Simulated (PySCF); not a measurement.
# What a mistake does to a calculation on BGeH5OSi

All numbers below are calculated, not measured. They come from PySCF 2.14.0, an open-source quantum chemistry program, on an isolated molecule that a program drew, which may never have been made. The molecule is BGeH5OSi (charge 0, singlet), drawn as the SMILES string `O=B[SiH2][GeH3]`.

Each row is a Hartree-Fock (HF) and frozen-core CCSD(T) single point in the cc-pV(D+d)Z basis, meant for a local HF minimum. Run 1 is clean. Each other run has one planted mistake out of seven kinds, and not every kind appears here: one electron removed, one electron added, multiplicity raised by two, geometry at a saddle point, minimal basis STO-3G, one bond length entered in bohr, all coordinates scaled. The reference is restricted for singlets and unrestricted otherwise, and also for a bond in bohr. Adding or removing an electron swaps singlet and doublet. Electrons count all cores. HOMO and LUMO are orbital energies over both spins, the gradient is its largest component, and the lowest frequency (negative if imaginary) is given only where the gradient is small. Bond lengths are over the 8 bonds as drawn. T1 is the CCSD diagnostic: over 0.02 (restricted) or 0.045 (unrestricted) a single reference is doubtful. Germanium has the cc-pVDZ-PP basis, with a core potential (ECP10MDF) in place of its 10 inner electrons, and its 3s, 3p and 3d shells are frozen in CCSD(T).

Geometry of the clean run:
```xyz
9
BGeH5OSi, angstrom
O     1.5435   -1.8821    3.0509
B     1.3414   -0.8195    2.5625
Si    1.0025    0.9716    1.6972
Ge    1.1298    0.7685   -0.6993
H    -0.3406    1.4202    2.1241
H     2.0266    1.9084    2.2079
H     0.8667    2.1369   -1.3330
H     2.5223    0.2817   -1.1044
H     0.0790   -0.2284   -1.1915
```

| run | electrons | basis functions | <S^2> | HOMO (eV) | LUMO (eV) | gradient (hartree/bohr) | lowest frequency (cm^-1) | mean bond (Å) | longest bond (Å) | T1 | HF (hartree) | CCSD(T) (hartree) | mistake |
|---|---|---|---|---|---|---|---|---|---|---|---|---|---|
| 1 | 64 | 99 | 0.000 | -11.32 | 2.42 | 1.3e-05 | 86 | 1.6452 | 2.408 | 0.0177 | -684.82600 | -685.34860 | no fault |
| 2 | 64 | 99 | 0.000 | -11.57 | 3.10 | 2.5e-01 | - | 1.5053 | 2.204 | 0.0150 | -684.74554 | -685.25693 | all coordinates scaled |
| 3 | 65 | 99 | 0.765 | 1.19 | 7.83 | 8.7e-02 | - | 1.6452 | 2.408 | 0.0239 | -684.75857 | -685.29528 | one electron added |
| 4 | 64 | 99 | 0.843 | -9.78 | 0.26 | 6.9e-03 | - | 1.8097 | 2.795 | 0.0418 | -684.71791 | -685.22872 | ? |

**Which mistake was planted in run 4, and what did it cost?**

The mean bond changes by a factor of 1.100 and the longest by 1.161, so the molecule wasn't scaled as a whole. A length L in bohr read as angstrom grows by (1/0.5292 - 1) L = 0.890 L. The 8 bonds together grew by 8 x 0.1645 = 1.316 Å, which gives L = 1.479 Å. That is the length of one of the H-Si bonds, 1.479 Å in the clean geometry. So the mistake is: one bond length entered in bohr. Subtracting run 1 and multiplying by 627.51 kcal/mol a hartree, the energy moved by 67.8 kcal/mol in HF and 75.2 kcal/mol in CCSD(T).

Cautions from the logs. Run 3: the HOMO is above zero, so the electron isn't bound and the energy depends on the basis.
